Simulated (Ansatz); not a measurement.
Geometry optimisation, UKS PBE/def2-SVP (Ansatz 0.2.0).

The input (input.yaml):

```yaml
crystal:
  periodic: [false, false, false]
  atoms:
    - { symbol: Mg, position_ang: [-0.33267, -1.06696, -0.27841] }
    - { symbol: Zn, position_ang: [1.73566, 0.40845, 0.98212] }
    - { symbol: H, position_ang: [-1.40299, 0.65851, -0.70371] }
magnetization:
  spin_polarized: true
  initial_magnetization: 1
basis:
  gaussian: { orbitals: def2-SVP }
hamiltonian:
  xc: pbe
relax:
  f_tol: 0.02
  max_steps: 40
```

Command:

```bash
$ ansatz run input.yaml --threads 1 --pin off --max-ram 2048MiB --backend cpu --events-out ev --progress --plain --runs-dir out
```

Problem. Where does it end, and by what steps?

Solution. The forces met the threshold. After 8 steps the energy has fallen by 0.320 eV; Mg1 moved furthest, 0.72 Å.

```tsv
step	energy less start (eV)	largest force component (eV/Å)	accepted
0	0.0000	1.056	yes
1	-0.2274	0.389	yes
2	-0.2321	0.376	yes
3	-0.2548	0.095	yes
4	-0.2725	0.212	yes
5	-0.2938	0.242	yes
6	-0.3084	0.228	yes
7	-0.3140	0.156	yes
8	-0.3198	0.009	yes
```

```xyz
3
Properties=species:S:1:pos:R:3
Mg -0.316 -0.351 -0.204
Zn 2.110 0.160 1.163
H -1.795 0.191 -0.960
```

Whether the end is a true minimum wasn't checked by a vibrational analysis.

Run time: 6.9 s on 1 thread of AMD EPYC 9R45 96-Core Processor (Zen 5), with other jobs on the host, peak memory 0.15 GiB.
